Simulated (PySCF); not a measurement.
## How methods differ on the excitation energy of Te

Te [Kr] 4d10 5s2 5p4 (3P) → Te [Kr] 4d10 5s1 5p5 (3P), as a difference of total energies. All numbers are calculated (PySCF 2.14, scalar relativity by spin-free X2C-1e, in ANO-RCC-VTZP (7s6p4d2f1g, 68 functions)). Correlated levels: valence and next inner shell: [Ar] 3d10 frozen. The calculations carry no spin-orbit coupling.

```csv
method,excitation energy (cm⁻¹)
UHF,80525
MP2 (valence and next inner shell),75075
SCS-MP2 (valence and next inner shell),74118
CCSD (valence and next inner shell),72743
CCSD(T) (valence and next inner shell),69962
```

A first-order spin-orbit estimate (lowest level to lowest level, LS coupling) adds -0.026 eV.

The upper state lies above the first ionisation limit, where it may autoionise and the basis confines it.

The coupled-cluster amplitudes are large for the upper state (T1 above 0.03 or a double amplitude above 0.15), so a single reference is strained.
